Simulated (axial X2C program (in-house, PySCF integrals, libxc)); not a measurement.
## RuTe⁺: cheaper levels and CCSD(T), with spin–orbit coupling

Calculated with an axial X2C code built on PySCF integrals. Two-component (2c) means X2C with spin–orbit coupling and atomic mean-field two-electron Coulomb and Gaunt terms. Basis: Te dyall-cv3z [11s12p8d4f1g], Ru dyall-cv3z [12s12p8d5f3g] (cores contracted in-house); Gaussian nuclei, density fitting, unrestricted open shells. Masses: Te 129.906 u, Ru 101.904 u.

State: Ω = 5/2 (⟨Sz⟩ = 2.43, ⟨Lz⟩ = 0.07 at HF); fragments Te + Ru+.

```csv
level,Re (Å),ωe (cm⁻¹)
HF,2.738,136.4
MP2,2.470,224.6
CCSD,2.501,220.2
```

Correlated methods: 13 electrons correlated (number of frozen shells: Te 4 s, 3 p, 2 d; Ru 4 s, 3 p, 1 d), 343 virtual spin orbitals or spinors in MP2, 90 natural virtuals in coupled cluster.

CCSD(T), same Hamiltonian and basis:

Re = 2.483 Å, ωe = 234.4 cm⁻¹; T1 = 0.042 (Lee–Taylor normalisation).

(1) Give the differences from CCSD(T) in the columns below.

Occupations by symmetry block were frozen at the best pattern of an incomplete PBE0 search. De is not given where an atomic determinant may have missed its ground term or J level, or where the truncated virtual space spoils (T). Coupled cluster ran in a truncated set of natural virtual spinors; the MP2 energy of the rest was added. (T) has no such correction and the atoms are truncated less, which lowers De at CCSD(T) by a hundredth of an eV or more. PBE0 can misorder states that lie within some tenths of an eV, so this need not be the ground state of the molecule. The nearest other 2c determinant of the search, Ω = 3/2, lies 0.44 eV up at the distance of the search. With several unpaired electrons one determinant need not be a pure state. This is the top spin component of a Σ state; components of lower Ω are not single determinants and can lie lower. The T1 diagnostic is large, a sign of multireference character. With the outer-core shells frozen, correlated bond lengths of heavy atoms tend to come out a few hundredths of an ångström too long.

Answers

(1) 

```json
{"level": "HF", "ΔRe (Å)": "0.255", "Δωe (cm⁻¹)": "-98.0"}
{"level": "MP2", "ΔRe (Å)": "-0.013", "Δωe (cm⁻¹)": "-9.8"}
{"level": "CCSD", "ΔRe (Å)": "0.018", "Δωe (cm⁻¹)": "-14.2"}
```
